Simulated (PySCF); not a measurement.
C5H10O4S.
Geometry (PBE0-D3(BJ)/def2-SVP, Å), atoms numbered from 1 in this order:
```
atom  x, y, z in Å
C1     2.7283   -0.2958    0.4549
O2     1.7071   -1.2109    0.1539
C3     0.9170   -0.8524   -0.9155
O4     0.1213    0.2839   -0.6467
C5    -0.8293    0.0855    0.3313
C6    -1.6781    1.3490    0.5362
C7    -2.8671    0.9970   -0.3788
S8    -2.3575   -0.7506   -0.3276
O9    -2.1882   -1.3703   -1.6373
O10   -3.0474   -1.4305    0.7633
H11    3.2997   -0.7052    1.2981
H12    3.4101   -0.1582   -0.4052
H13    2.3261    0.6919    0.7392
H14    0.2771   -1.7157   -1.1527
H15    1.5153   -0.5674   -1.7991
H16   -0.4390   -0.4263    1.2266
H17   -1.9876    1.4524    1.5842
H18   -1.1251    2.2462    0.2284
H19   -2.7740    1.3757   -1.4051
H20   -3.8782    1.1565    0.0165
```

Level of theory: PBE0-D3(BJ)/def2-SVP geometry optimisation, gas phase (PySCF).

Masses are those of the commonest isotopes; rigid-rotor values at the optimised geometry. The values belong to one conformer with, in the numbering `[CH3:1][O:2][CH2:3][O:4][C@H:5]1[CH2:6][CH2:7][S:8]1(=[O:9])=[O:10]`, C1–O2–C3–O4 -68°, O2–C3–O4–C5 -65°, C3–O4–C5–C6 -178°, O4–C5–C6–C7 95°, C5–C6–C7–S8 18°, C6–C7–S8–O9 -127°, O4–C5–S8–C7 -97°.

(1) What are A, B and C (MHz)?

(2) What kind of rotor is it?

(3) What does the inertial defect say?

(4) Where do the levels up to J = 3 lie, in K?

(5) Predict some low-J microwave lines.

(6) Estimate the classical rotational partition function at 25 K, 100 K and 500 K.

## Answers

(1) Ia = 226.06, Ib = 692.83, Ic = 762.57 u·Å²; 505379 MHz·u·Å²/I gives A = 2236, B = 729.4, C = 662.7 MHz.

(2) A near-prolate asymmetric top. Ray's parameter κ = (2B − A − C)/(A − C) = -0.915; −1 is the prolate and +1 the oblate limit.

(3) Not planar: Δ = Ic − Ia − Ib = -156.31 u·Å². For a rigid frame Δ = −2 Σ m c², so Σ m c² = 78.16 u·Å² lies off the ab plane: 10.64 from hydrogen and 67.51 from heavier atoms. The atom farthest from that plane is 1.68 Å away.

(4) Above 0(0,0), as E/k:
J = 1: 1(0,1) 0.067, 1(1,1) 0.139, 1(1,0) 0.142
J = 2: 2(0,2) 0.200, 2(1,2) 0.270, 2(1,1) 0.279, 2(2,1) 0.496, 2(2,0) 0.496
J = 3: 3(0,3) 0.400, 3(1,3) 0.465, 3(1,2) 0.484, 3(2,2) 0.696, 3(2,1) 0.697, 3(3,1) 1.066, 3(3,0) 1.066
Those of J = 1 are B + C, A + C and A + B.

(5) The dipole components are |μa| = 2.29 D, |μb| = 4.20 D, |μc| = 1.04 D. The squared components, which scale the intensities, stand as 0.30 : 1.00 : 0.06 (a : b : c). Some lines, for components of 0.1 D or more:

```tsv
type	branch	J(Ka,Kc)	MHz	lower level (cm⁻¹)
a	Q	3(1,2) ← 3(1,3)	400	0.323
b	R	4(1,3) ← 3(2,2)	1278	0.484
b	Q	2(1,1) ← 2(0,2)	1642	0.139
b	Q	4(1,3) ← 4(0,4)	1900	0.463
b	R	5(1,4) ← 4(2,3)	2828	0.670
a	R	2(1,1) ← 1(1,0)	2851	0.099
b	R	1(1,1) ← 0(0,0)	2898	0.000
b	Q	4(2,2) ← 4(1,3)	4322	0.527
c	Q	3(2,2) ← 3(1,2)	4420	0.337
b	Q	3(2,1) ← 3(1,2)	4431	0.337
b	R	5(0,5) ← 4(1,4)	5685	0.504
a	R	5(1,5) ← 4(1,4)	6785	0.504
a	R	5(1,4) ← 4(1,3)	7118	0.527
c	R	2(2,0) ← 1(1,0)	7372	0.099
b	R	2(2,0) ← 1(1,1)	7439	0.097
c	Q	4(3,2) ← 4(2,2)	7673	0.671
b	Q	4(3,2) ← 4(2,3)	7705	0.670
c	R	5(1,4) ← 4(0,4)	9017	0.463
b	R	4(2,2) ← 3(1,3)	10419	0.323
b	Q	5(4,1) ← 5(3,2)	10770	1.159
b	Q	5(4,2) ← 5(3,3)	10771	1.159
b	R	5(2,3) ← 4(1,4)	11987	0.504
```

(6) Point group C1, symmetry number σ = 1; q = (√π/σ)·√((kT/h)³/(ABC)), k/h = 20836.6 MHz/K: 20300 at 25 K, 162000 at 100 K, 1810000 at 500 K.

No frequency check. No vibrational averaging or centrifugal distortion is included, and the geometry carries the error of its method. A rigid rotor knows nothing of internal rotation, which can split or shift real lines.
